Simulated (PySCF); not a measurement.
H6N3Si, SMILES N[Si](N)N, multiplicity 2. Atoms are numbered in the order given.

```xyz
10

N      0.4647     1.5562     0.2288
Si     0.0000     0.0000    -0.4224
N      1.1153    -1.1805     0.2288
N     -1.5800    -0.3757     0.2288
H     -0.2712     2.0876     0.6895
H      1.0587     2.1720    -0.3195
H      1.3516    -2.0028    -0.3195
H      1.9435    -0.8089     0.6895
H     -2.4103    -0.1691    -0.3195
H     -1.6723    -1.2787     0.6895
```
Charge 0, spin multiplicity 2.

The structure is a stationary point at B3LYP-D3(BJ)/def2-SVP. One conformer was computed; it need not be the lowest.

All values below come from PBE/pcH-1 (PySCF).

Unrestricted Kohn–Sham, ⟨S²⟩ = 0.752. Hyperfine tensors hold the contact and dipolar terms, without spin-orbit corrections.

Computed hyperfine couplings:
```tsv
nucleus	A(iso) (MHz)	A(iso) (G)	dipolar principal values (MHz)
14N no. 1	16.0	5.7	-6.5, -6.2, 12.6
29Si no. 2	-558.6	-199.3	-104.8, 52.4, 52.4
14N no. 3	16.0	5.7	-6.5, -6.2, 12.6
14N no. 4	16.0	5.7	-6.5, -6.2, 12.6
1H no. 5	-2.7	-1.0	-8.5, -2.2, 10.7
1H no. 6	-5.0	-1.8	-8.5, -4.2, 12.8
1H no. 7	-5.0	-1.8	-8.5, -4.2, 12.8
1H no. 8	-2.7	-1.0	-8.5, -2.2, 10.7
1H no. 9	-5.0	-1.8	-8.5, -4.2, 12.8
1H no. 10	-2.7	-1.0	-8.5, -2.2, 10.7
```

**Question.** And the g tensor (effective nuclear charges for spin-orbit coupling, GIAO)? (The exact figures need the calculation; the answer reports its results.)

**Answer.** principal values 2.0020, 2.0020, 2.0021; isotropic 2.0020.
